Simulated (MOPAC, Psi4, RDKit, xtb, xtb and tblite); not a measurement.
Two geometries of C₄H₁₀O, SMILES CC(C)CO, relaxed at GFN2-xTB with one dihedral held; other torsions can differ between them too.

Structure A

```
15

C     -1.0069    -1.0923    -0.2246
C     -0.0978     0.1341    -0.3003
C     -0.7967     1.3786     0.2409
C      1.2487    -0.1221     0.4180
O      1.3341     0.4169     1.7141
H     -1.9427    -0.9013    -0.7448
H     -0.5281    -1.9529    -0.6859
H     -1.2404    -1.3410     0.8100
H      0.1335     0.3063    -1.3573
H     -1.6397     1.6395    -0.3945
H     -0.1051     2.2166     0.2674
H     -1.1696     1.2117     1.2491
H      1.4599    -1.2006     0.4329
H      2.0553     0.3717    -0.1303
H      0.6442     0.0211     2.2578
```

Structure B

```
15

C     -1.0021    -1.0859    -0.2438
C     -0.0811     0.1328    -0.3127
C     -0.7758     1.3628     0.2658
C      1.2420    -0.1285     0.4264
O      1.0843    -0.4252     1.7916
H     -1.8674    -0.9374    -0.8853
H     -0.4828    -1.9839    -0.5752
H     -1.3652    -1.2413     0.7709
H      0.1718     0.3212    -1.3616
H     -1.7410     1.5181    -0.2105
H     -0.1671     2.2509     0.1143
H     -0.9293     1.2329     1.3347
H      1.7847    -0.9425    -0.0792
H      1.8650     0.7684     0.3944
H      0.5317    -1.2107     1.8676
```

Q: Which is lower in energy at the level PBE0-D3(BJ)/def2-TZVP // GFN2-xTB in Psi4 1.11, and by how much?

A: B is lower, by 3.18 kcal/mol (dihedral C1–C2–C4–O5: -100° in A, -60° in B).

E(B) − E(A) in kcal/mol at the other levels, on the same two geometries: GFN2-xTB (xtb and tblite) -2.22; MMFF94 // GFN2-xTB (RDKit) -2.88; PBE0/def2-TZVP // GFN2-xTB (Psi4) -3.14; PBE/def2-TZVP // GFN2-xTB (Psi4) -3.05; PBE-D3(BJ)/def2-TZVP // GFN2-xTB (Psi4) -3.11; UFF // GFN2-xTB (RDKit) -2.43; PM7, restricted, heats of formation // GFN2-xTB (MOPAC) -0.95; AM1, restricted, heats of formation // GFN2-xTB (MOPAC) -1.28; GFN1-xTB // GFN2-xTB (xtb) -1.57.
